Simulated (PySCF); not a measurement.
## PtH2, triplet: computed properties

All numbers come from UPBE0/[Pt def2-TZVP with ECP60, H def2-TZVP], scalar-relativistic core potentials, density fitting, no spin–orbit coupling, PySCF.

The structure is a minimum.

Coordinates in bohr (charge 0 multiplicity 3):
```
Pt    0.0000   -0.0125    0.0000
H     0.0000    1.2133    2.7734
H     0.0000    1.2133   -2.7734
```

- Point group: C2v
- Bond lengths: Pt–H 1.605 Å (×2)
- Bond angles: H–Pt–H 132.3°
- Lowest empty level (β): -4.65 eV
- Principal polarisabilities: 27.2, 34.9, 45.2 bohr³
- Heat capacity Cp at 298.15 K: 36.7 J/(mol K)
- Spin squared ⟨S²⟩: 2.003
- Rotational constants: 20.08, 3.883, 3.254 cm⁻¹
- Dipole moment: 0.85 D
- Enthalpy at 298.15 K above 0 K: 10.20 kJ/mol
- Highest occupied level (α): -6.41 eV
- Atomisation energy without zero-point energy: 495 kJ/mol
- Principal quadrupole moments (Buckingham, traceless) about the centre of mass: -2.73, -0.19, 2.92 D Å
- Zero-point energy: 28.4 kJ/mol
- Entropy at 298.15 K and 1 bar (electronic part: spin only): 240.1 J/(mol K)
- Rotational symmetry number: 2

Harmonic modes (masses in u: Pt 194.965, H 1.008):
```csv
symmetry,ω (cm⁻¹),IR (km/mol),μ (u),type
a1,714,31.5,1.02,bend
b2,1901,46.7,1.02,stretch
a1,2131,19.5,1.01,stretch
```

In C2v the vibrations span 2a1 + b2. Here b1 is antisymmetric to the molecular plane and b2 lies in it.

Charges (e):
| atom | Mulliken | Löwdin | polar tensor | spin (Mulliken) | Mayer order to Pt1 |
| --- | --- | --- | --- | --- | --- |
| Pt1 | 0.17 | 0.18 | 0.31 | 1.46 | – |
| H2,3 | -0.08 | -0.09 | -0.15 | 0.27 | 0.92 |

Mulliken populations on Pt1 (electrons outside its core potential): s 2.90, p 6.24, d 8.69, f 0.01.

Outer orbital energies (eV). α occupied: -12.52, -11.01, -9.41, -9.38, -8.94, -8.18, -6.41; empty: -1.22, -0.68, 2.49, 2.93. β occupied: -11.30, -9.93, -8.80, -8.19, -7.97; empty: -4.65, -3.17, -0.59, 0.13.

Formally Pt is in oxidation state +2, d8, with 2 unpaired electrons (the high-spin count). The Mulliken spin on Pt is 1.46. The polar-tensor charge on Pt, 0.31, is far below the formal one.

Other isomers or separated fragments may lie lower. Open d and f shells are described by one determinant, and the ground state may have another occupation or spin. With an element this heavy the missing spin–orbit coupling can shift these numbers.

The final relaxation and frequency run took of the order of 23 core-seconds on a shared host.
